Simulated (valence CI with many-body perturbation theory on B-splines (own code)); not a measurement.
Which ion has this spectrum?

A relativistic CI+MBPT calculation for an atom or ion with 13 electrons gives these levels (eV):

```
  J  Parity       E     g
1/2     odd    0.00  0.65
1/2    even  163.80  2.11
3/2     odd  340.70  1.32
3/2    even  474.81  1.63
5/2    even  492.63  1.34
3/2    even  513.49  0.97
1/2    even  523.34  1.26
3/2    even  570.42  0.83
5/2    even  638.94  1.20
3/2     odd  674.21  1.07
3/2     odd  687.54  0.71
5/2     odd  699.70  1.02
1/2     odd  725.70  0.40
3/2     odd  732.05  1.28
```

The energies are calculated, and their last digits are not significant.

**Question.** Which is it?
A. Lu58+
B. W61+
C. Hf59+
D. Ta60+

**Answer.** D. Ta60+, ground level (3s^2 3p1/2) J=1/2.
